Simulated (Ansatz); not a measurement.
Mg₄O₇H₆, relaxed as a singlet with RKS PBE0-D4/def2-SVP in Ansatz, starting from the GFN2-xTB geometry. Force threshold 0.03 eV/Å.

The structure holds one bond between oxygen atoms, so isomers without such links may lie far lower. The restricted singlet is unstable towards broken spin symmetry in Hartree–Fock (as tested in another run); at PBE0-D4/def2-SVP this wasn't settled. The structure comes from a short search, and lower isomers may exist.

Start:

| atom | x (Å) | y (Å) | z (Å) |
| --- | --- | --- | --- |
| Mg1 | -0.0299 | 1.4271 | -1.4421 |
| Mg2 | 1.8092 | -0.9190 | 2.8820 |
| Mg3 | 0.6459 | 0.0488 | 0.6799 |
| Mg4 | -1.8864 | -0.3951 | -1.7155 |
| O5 | -1.0576 | 0.3340 | -0.1695 |
| O6 | -0.1238 | -0.4794 | -1.0071 |
| O7 | 1.2790 | 1.6861 | -0.2222 |
| O8 | 0.4261 | 0.2617 | 2.5133 |
| O9 | -3.2029 | -1.4170 | -2.1623 |
| O10 | -1.3257 | 1.2407 | -2.7031 |
| O11 | 1.9628 | -1.2088 | 1.0588 |
| H12 | -0.2639 | 0.7561 | 2.9545 |
| H13 | -1.6915 | 1.6231 | -3.4972 |
| H14 | 2.3805 | -1.7906 | 0.4249 |
| H15 | 2.6298 | -1.2646 | 4.1330 |
| H16 | 1.9349 | 2.3288 | 0.0359 |
| H17 | -3.4865 | -2.2320 | -1.7632 |

Estimate the energy that the relaxation releases and the steps that it takes.

124.2 kJ/mol, in 7 steps; 30 s on 6 threads of Intel Xeon on a shared host. No frequencies were taken in this run, so the end may be a saddle point.

Does the start keep its bonding and symmetry?

By distances, no bond broke or formed. The bond that changes most is Mg2–H15, from 1.54 to 1.71 Å (atoms count from 1).

Predict the relaxed structure.


```xyz
17

Mg   -0.0944    1.5092   -1.5724
Mg    1.9823   -0.9718    3.1506
Mg    0.7360    0.1101    0.7117
Mg   -2.0602   -0.4389   -1.8655
O    -1.1142    0.3632   -0.2241
O    -0.1569   -0.4723   -1.0874
O     1.2817    1.7894   -0.3196
O     0.5853    0.2846    2.6652
O    -3.4404   -1.4740   -2.3994
O    -1.4726    1.2365   -2.8343
O     2.1573   -1.1475    1.2262
H    -0.0470    0.7867    3.1793
H    -1.8650    1.6045   -3.6254
H     2.6899   -1.7143    0.6683
H     2.7199   -1.5861    4.5687
H     1.9917    2.3925   -0.1050
H    -3.8934   -2.2718   -2.1369
```
Bond lengths (bridged metal pairs left out): 15 × Mg–O 1.81 to 2.09 Å; 1 × O–O 1.54 Å; 5 × H–O 0.95 to 0.96 Å; 1 × H–Mg 1.71 Å.
